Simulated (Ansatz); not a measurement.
## H5InSi2Zn: which of two structures lies lower

Structure X: a singlet given by its coordinates. Structure Y: `[ZnH][In]1[SiH2][SiH2]1`, a singlet. Both are isolated molecules in the gas phase, relaxed with B3LYP-D3(BJ)/def2-SVP.

X (Å):

```xyz
9

In   -1.6414    3.0374   -1.4282
Si   -1.2225   -0.3937    0.4470
Si   -2.9201    1.2321    0.1959
Zn    0.0800    1.0882   -0.9938
H    -1.6202   -1.7250   -0.1029
H    -0.7824   -0.5456    1.8668
H    -4.1346    0.6623   -0.4672
H    -3.2947    1.8445    1.5089
H    -2.3070    4.5392   -2.0442
```

Close contacts (Å): In1–Si3 2.74, In1–Zn4 2.64, Si2–Si3 2.36, Si2–Zn4 2.44, In1–H9 1.75, Si2–H5 1.49, Si2–H6 1.49, Si3–H7 1.50, Si3–H8 1.50.

Y (Å):

```xyz
9

In   -1.6236    0.1085   -0.1848
Si   -1.4893    2.6436    0.5549
Si   -3.4169    2.0048   -0.6105
Zn   -0.7142   -2.3182   -0.3594
H    -0.1648   -3.7836   -0.4656
H    -1.4504    3.4431    1.8202
H    -0.5030    3.2117   -0.4227
H    -4.4886    1.6646    0.3830
H    -4.0266    2.7330   -1.7679
```

**Question.** Estimate E(Y) − E(X) at the level CCSD(T)/def2-SVP + ΔMP2/def2-TZVPP.

**Answer.** Calculated at CCSD(T)/def2-SVP + ΔMP2/def2-TZVPP: E(Y) − E(X) = +6.1 kcal/mol, so structure X lies lower.

Level by level:

```tsv
level	geometry	E(Y) − E(X) (kcal/mol)	departure from the last row (kcal/mol)	job, with rough time for the two
B3LYP-D3(BJ)/def2-SVP	B3LYP-D3(BJ)/def2-SVP	+11.3	+5.2	optimisation, 42 s
HF/def2-SVP	B3LYP-D3(BJ)/def2-SVP	+6.2	+0.1	part of the CCSD(T) run
MP2/def2-SVP	B3LYP-D3(BJ)/def2-SVP	+7.9	+1.8	part of the CCSD(T) run
CCSD(T)/def2-SVP	B3LYP-D3(BJ)/def2-SVP	+8.4	+2.3	single point
CCSD(T)/def2-SVP + ΔMP2/def2-TZVPP	B3LYP-D3(BJ)/def2-SVP	+6.1		single point, 45 s
```

The levels shown agree on the order. The largest departure from CCSD(T)/def2-SVP + ΔMP2/def2-TZVPP is that of B3LYP-D3(BJ)/def2-SVP, 5.2 kcal/mol. Levels run at GFN2-xTB geometries aren't shown. The last row adds to CCSD(T) the change of the MP2 difference between the two basis sets, here −2.3 kcal/mol.

With harmonic frequencies from B3LYP-D3(BJ)/def2-SVP (ideal gas, rigid rotor, one conformer each, 400 K, 1 atm): on the last row, ΔE + ΔZPE = +5.9 kcal/mol. A mode under 50 cm⁻¹ makes harmonic enthalpies and free energies unreliable, so none is given.

The correlated steps freeze 19 core orbitals; the filled d shell of In is correlated; the last core shell of Zn is correlated, in a basis made for valence electrons. Atoms past krypton carry core potentials in the def2 sets and no spin–orbit term is included. Programs: Ansatz 0.2.0; the last row on 2 threads of Intel(R) Xeon(R) 6975P-C (Granite Rapids) on a shared host.
